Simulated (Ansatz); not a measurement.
H5B2N, SMILES `BNB` (charge 0, multiplicity 1).

Cartesian coordinates (Å):
SMILES: BNB
```xyz
8

B      1.2563     0.1888     0.0041
N     -0.0246    -0.2472     0.4243
B     -1.2408    -0.0337    -0.2703
H      1.3452     0.7914    -1.0227
H      2.2121    -0.0544     0.6816
H     -0.0751    -0.7554     1.2966
H     -1.2104     0.5637    -1.3034
H     -2.2626    -0.4532     0.1899
```
Charge 0, spin multiplicity 1.

Frozen-core energies in 6-31g from Ansatz (a first-principles code) at a geometry from PBE0-D3(BJ)/def2-TZVP; the HF reference has <S^2> = 0.00 and the T1 diagnostic is 0.013.

```tsv
level	energy (Ha)
HF	-106.73876
MP2	-106.95097
CCSD	-106.98138
```

Problem. Estimate the energies of CCSD(T), CCSDT and CCSDT(Q), and give each level's difference from CCSDT(Q).

Solution. 
```tsv
level	energy (Ha)	difference from CCSDT(Q) (mHa)
MP2	-106.95097	37.19
CCSD	-106.98138	6.78
CCSD(T)	-106.98715	1.01
CCSDT	-106.98778	0.38
CCSDT(Q)	-106.98816	0.00
```
